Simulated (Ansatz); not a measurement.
Consider the substitution at a C–C bond: `CCCCCO` + H₂Se → `OC[SeH]` + `CCCC`.

Program: Ansatz. Geometries: PBE0-D4/def2-TZVP. ΔE: electronic, gas phase. CBS: MP2 limit from def2 TZ/QZ plus the TZ coupled-cluster correction, frozen cores. DFT in def2-TZVPP. B3LYP here is the variant with VWN-RPA as its local correlation; programs differ in this. For Se outer-core shells are correlated without core-valence functions, which leaves a few kJ/mol of doubt a bond. Scalar relativity is left out up to krypton. One conformer a species, not always the lowest.

CCSD(T)/CBS gives +6.2 kJ/mol.

**Question.** Another level gave -3.3 kJ/mol. Which?
A. B3LYP/def2-TZVPP
B. r2SCANh/def2-TZVPP
C. BLYP/def2-TZVPP
D. ωB97M-V/def2-TZVPP

**Answer.** A. B3LYP -3.3, ωB97M-V 7.0, r2SCANh 1.0, BLYP -9.6 kJ/mol.

Largest T1 diagnostic among the species: 0.010.

From PBE to PBE0 (25 % exact exchange), in def2-TZVPP and without D4, ΔE moves by +5.9 kJ/mol. The D4 term adds +3.7 kJ/mol with B3LYP and +2.6 kJ/mol with PBE0; it sums over pairs of atoms, weighted by their polarisabilities, and B3LYP, whose exchange is more repulsive, gets the larger term. Leaving LDA and LC-ωPBE aside and taking each functional with its dispersion term where it has one, the values, not all of them listed here, spread over 12.3 kJ/mol, from BLYP-D4 to ωB97X-V. LDA lies +13.0 kJ/mol from PBE without D4.
